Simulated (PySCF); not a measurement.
# ReO3F relaxed at several levels

Computed with PySCF 2.14.0, def2-SVP on the ligands, density fitting, scalar-relativistic core potentials, no spin-orbit coupling, vacuum. Each row is relaxed at its own level from the same template. Distances are means of the shortest metal–ligand contacts, charges and spins Mulliken's.

```csv
level,basis on the metal,point group,M–O (Å),M–F (Å),charge on M (e),dipole (D),HOMO–LUMO gap (eV),"strongest infrared band, degenerate modes summed (cm⁻¹)",unstable modes (below −25 cm⁻¹)
BP86,def2-SVP with ECP60,C3v,1.715,1.867,1.16,1.21,4.35,976,0
```

Question: What does the calculation give for PBE, def2-SVP with ECP60?

Answer: point group: C3v, M–O (Å): 1.713, M–F (Å): 1.867, charge on M (e): 1.14, dipole (D): 1.21, HOMO–LUMO gap (eV): 4.37, strongest infrared band, degenerate modes summed (cm⁻¹): 979, unstable modes (below −25 cm⁻¹): 0.
```xyz
5

Re   -0.0037    0.0037   -0.0037
O     1.0044    0.9538    1.0044
O    -0.9538   -1.0044    1.0044
O     1.0044   -1.0044   -0.9538
F    -1.0813    1.0813   -1.0813
```

One start shape was tried for each, so a minimum needn't be the lowest isomer.
